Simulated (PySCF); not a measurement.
Compound: GaH₈NOSi.
Geometry (PBE0-D3(BJ)/def2-SVP, Å), atoms numbered from 1 in this order:
```xyz
12
GaH8NOSi angstrom
N     -2.013   -0.742   -0.101
Ga    -0.794    0.976    0.134
O      0.690   -0.094    0.036
Si     2.324   -0.055   -0.002
H     -3.020   -0.601   -0.161
H     -1.820   -1.373    0.678
H     -1.701   -1.216   -0.950
H     -1.160    1.456    1.589
H     -1.095    1.791   -1.180
H      2.857   -1.425   -0.297
H      2.854    0.871   -1.060
H      2.919    0.386    1.304
```

Theory: PySCF, PBE0-D3(BJ)/def2-SVP geometry optimisation, gas phase.

Which atoms are bound to Ga2, and at what distances?

4 atoms: H8 1.575 Å, H9 1.575 Å, O3 1.833 Å, N1 2.119 Å. The nearest atom not counted as bound is H7, at 2.61 Å.

List the angles at Ga2.

```csv
angle,degrees,distance of the outer atoms (Å)
H8–Ga2–H9,124.6,2.79
O3–Ga2–H8,114.6,2.87
O3–Ga2–H9,114.3,2.87
N1–Ga2–H9,102.5,2.90
N1–Ga2–H8,102.5,2.90
N1–Ga2–O3,89.2,2.78
```

Describe the arrangement about Ga2 in numbers.

Angles from 89.2° to 124.6°; τ4 = (360° − α − β)/141° = 0.86 with α and β the two widest (0 for a square, 1 for a tetrahedron).

What are the other bond lengths?

O3–Si4 1.635 Å; N1–H5, N1–H6, N1–H7 1.020 Å; Si4–H10, Si4–H11, Si4–H12 1.501 Å.

Give some angles away from the centre.

Ga2–O3–Si4 142.8°.

What are the rotational constants (commonest isotopes, rigid rotor)?

A = 7308, B = 1608, C = 1377 MHz: a near-prolate asymmetric top.

Point group: near Cs, missed by 0.20 Å at most; the miss may be what the optimiser left on a soft mode. Charge 0, singlet. No frequency check.

One conformer stands for the species.
